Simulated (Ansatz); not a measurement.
Species: BrCl, charge 0, singlet. BrCl (SMILES ClBr).
B3LYP-D3(BJ)/def2-TZVP minimum from Ansatz (a quantum-chemistry and plane-wave program):
```xyz
2

Cl     0.0000     0.0000    -1.4574
Br     0.0000     0.0000     0.7079
```

Total energies in hartree (Ansatz). Radicals and triplets start from unrestricted determinants; spin-orbit coupling is neglected. Cores are frozen in correlated methods (noble-gas shells, and filled d and f shells in the p block). No relativity. Spin-orbit terms, left out, reach several kcal/mol for Br and I, and more for heavier atoms.

| species | HF/def2-TZVPP | CCSD(T)/def2-TZVPP | HF/def2-QZVPP | CCSD(T)/def2-QZVPP | CCSDT(Q)/def2-TZVPP |
|---|---|---|---|---|---|
| 1: BrCl (SMILES ClBr) | -3031.90155 | -3032.30053 | -3031.96505 | -3032.40267 | -3032.30233 |
| 2: Cl (doublet) | -459.47685 | -459.66464 | -459.48954 | -459.69535 | -459.66548 |
| 3: Br (doublet) | -2572.39810 | -2572.55635 | -2572.44770 | -2572.62201 | -2572.55702 |

Task: Work out the atomisation energy (electronic, to ground-state atoms) in kcal/mol: take Hartree-Fock from def2-QZVPP, extrapolate the CCSD(T) correlation energy as X^-3 (X = 3, 4), and add CCSDT(Q) - CCSD(T) in def2-TZVPP. 1 hartree = 627.51 kcal/mol.

Result: 
Species 1: correlation (64·(-0.43762) - 27·(-0.39898))/37 = -0.46582; step -0.00180; E1 = -3031.96505 + (-0.46582) + (-0.00180) = -3032.43267
Species 2: correlation (64·(-0.20581) - 27·(-0.18779))/37 = -0.21896; step -0.00084; E2 = -459.48954 + (-0.21896) + (-0.00084) = -459.70934
Species 3: correlation (64·(-0.17431) - 27·(-0.15825))/37 = -0.18603; step -0.00067; E3 = -2572.44770 + (-0.18603) + (-0.00067) = -2572.63440
-1·E1 +1·E2 +1·E3 = 0.08893 hartree = 55.8 kcal/mol.
